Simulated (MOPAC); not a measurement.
Input file for MOPAC: PM3 on AsF2H2In (SMILES [F][In]([F])[AsH2]), a point of a torsion scan.

```
PM3 1SCF PRECISE CHARGE=0 THREADS=1
AsF2H2In

F     -2.01739348 1    -1.75713531 1     0.16726872 1
In    -0.98382362 1    -0.03428655 1     0.06893400 1
F     -1.97303214 1     1.57447235 1    -0.61542296 1
As     1.53774902 1     0.02154754 1     0.69978740 1
H      1.63144948 1    -1.40387707 1     0.23171129 1
H      1.82884059 1     0.49412445 1    -0.70091909 1
```

Program output:

```
*******************************************************************************
 **                                                                           **
 **                              MOPAC v23.2.5                                **
 **                                                                           **
 *******************************************************************************
 ** MOPAC's Digital Object Identifier: https://doi.org/10.5281/zenodo.6511958 **
 **                                                                           **
 ** Please cite the open-source release paper for use of this MOPAC version:  **
 ** J. E. Moussa and J. J. P. Stewart (2026)                                  **
 ** MOPAC: An open-source semiempirical molecular orbital program             **
 ** J. Open Source Softw., 11(119), 8025, https://doi.org/10.21105/joss.08025 **
 *******************************************************************************

                              PM3 CALCULATION RESULTS

 *******************************************************************************
 *  PM3        - The PM3 Hamiltonian to be used
 *
 *
 *
 *                 CHARGE ON SYSTEM = 0
 *
 *
 *
 *  PRECISE    - TIGHTER CRITERIA TO BE USED
 *  1SCF       - DO 1 SCF AND THEN STOP
 *  THREADS=1  - MULTI-THREADING NOT USED
 *  T=         - A TIME OF 172800.0 SECONDS REQUESTED
 *  DUMP=N     - RESTART FILE WRITTEN EVERY 7200.0 SECONDS REQUESTED
 *******************************************************************************
PM3 1SCF PRECISE CHARGE=0 THREADS=1
 AsF2H2In

   ATOM   CHEMICAL          X               Y               Z
  NUMBER   SYMBOL      (ANGSTROMS)     (ANGSTROMS)     (ANGSTROMS)

     1       F         -2.01739348  *  -1.75713531  *   0.16726872  *
     2      In         -0.98382362  *  -0.03428655  *   0.06893400  *
     3       F         -1.97303214  *   1.57447235  *  -0.61542296  *
     4      As          1.53774902  *   0.02154754  *   0.69978740  *
     5       H          1.63144948  *  -1.40387707  *   0.23171129  *
     6       H          1.82884059  *   0.49412445  *  -0.70091909  *



          CARTESIAN COORDINATES

    NO.       ATOM           X           Y           Z

     1         F         -2.0174     -1.7571      0.1673
     2        In         -0.9838     -0.0343      0.0689
     3         F         -1.9730      1.5745     -0.6154
     4        As          1.5377      0.0215      0.6998
     5         H          1.6314     -1.4039      0.2317
     6         H          1.8288      0.4941     -0.7009

  H: (PM3): J. J. P. STEWART, J. COMP. CHEM. 10, 209 (1989).
  F: (PM3): J. J. P. STEWART, J. COMP. CHEM. 10, 209 (1989).
 As: (PM3): J. J. P. STEWART, J. COMP. CHEM. 12, 320-341 (1991).
 In: (PM3): J. J. P. STEWART, J. COMP. CHEM. 12, 320-341 (1991).

           Empirical Formula: H2 F2 In As  =     6 atoms



      MOLECULAR POINT GROUP   :   C1


      RHF CALCULATION, NO. OF DOUBLY OCCUPIED LEVELS = 12


 -------------------------------------------------------------------------------
 PM3 1SCF PRECISE CHARGE=0 THREADS=1
 AsF2H2In



     1SCF WAS SPECIFIED, SO BFGS WAS NOT USED
     SCF FIELD WAS ACHIEVED


                              PM3 CALCULATION
                                                       MOPAC v23.2.5 Linux




          FINAL HEAT OF FORMATION =        -83.03135 KCAL/MOL =    -347.40316 KJ/MOL


          COSMO AREA              =        127.35 SQUARE ANGSTROMS
          COSMO VOLUME            =        112.29 CUBIC ANGSTROMS

          IONIZATION POTENTIAL    =         10.748146 EV
          HOMO LUMO ENERGIES (EV) =        -10.748 -2.899
          NO. OF FILLED LEVELS    =         12
          MOLECULAR WEIGHT        =        229.7542         POINT GROUP:  C1

          MOLECULAR DIMENSIONS (Angstroms)

            Atom       Atom       Distance
            H     5    F     3     4.75189
            H     6    F     1     4.33455
            F     1   As     4     1.17470


          SCF CALCULATIONS        =          1





   ATOM   CHEMICAL          X               Y               Z
  NUMBER   SYMBOL      (ANGSTROMS)     (ANGSTROMS)     (ANGSTROMS)

     1       F         -2.01739348  *  -1.75713531  *   0.16726872  *
     2      In         -0.98382362  *  -0.03428655  *   0.06893400  *
     3       F         -1.97303214  *   1.57447235  *  -0.61542296  *
     4      As          1.53774902  *   0.02154754  *   0.69978740  *
     5       H          1.63144948  *  -1.40387707  *   0.23171129  *
     6       H          1.82884059  *   0.49412445  *  -0.70091909  *

                             CARTESIAN COORDINATES

   1    F       -2.017393480    -1.757135310     0.167268720
   2   In       -0.983823620    -0.034286550     0.068934000
   3    F       -1.973032140     1.574472350    -0.615422960
   4   As        1.537749020     0.021547540     0.699787400
   5    H        1.631449480    -1.403877070     0.231711290
   6    H        1.828840590     0.494124450    -0.700919090


           Empirical Formula: H2 F2 In As  =     6 atoms



      MOLECULAR POINT GROUP   :   C1


                  EIGENVALUES
 -21.95508 -19.95886 -19.49560 -16.17854 -15.61552 -15.46600 -15.40889 -14.93982
 -14.92514 -13.66806 -12.06219 -10.74815  -2.89899  -2.45532  -0.47719  -0.00426
   0.02513   0.47868


              NET ATOMIC CHARGES AND DIPOLE CONTRIBUTIONS

  ATOM NO.   TYPE          CHARGE      No. of ELECS.   s-Pop       p-Pop
    1          F          -0.289259        7.2893     1.58046     5.70880
    2         In           0.203810        2.7962     1.20714     1.58905
    3          F          -0.284379        7.2844     1.57671     5.70767
    4         As           0.491720        4.5083     1.79952     2.70876
    5          H          -0.061522        1.0615     1.06152
    6          H          -0.060369        1.0604     1.06037
 DIPOLE           X         Y         Z       TOTAL
 POINT-CHG.     7.154     0.580     2.463     7.589
 HYBRID        -2.415    -0.810    -2.027     3.255
 SUM            4.740    -0.230     0.437     4.765


          ATOMIC ORBITAL ELECTRON POPULATIONS

     Atom    s        px        py        pz
    1  F   1.58046   1.94166   1.83198   1.93516
    2 In   1.20714   0.75485   0.56677   0.26743
    3  F   1.57671   1.94354   1.84917   1.91497
    4 As   1.79952   0.77240   0.95057   0.98580
    5  H   1.06152
    6  H   1.06037

 **********************
 *                    *
 * JOB ENDED NORMALLY *
 *                    *
 **********************




 == MOPAC DONE ==
```

The run finished.

Cost: roughly 0.04 core-seconds.
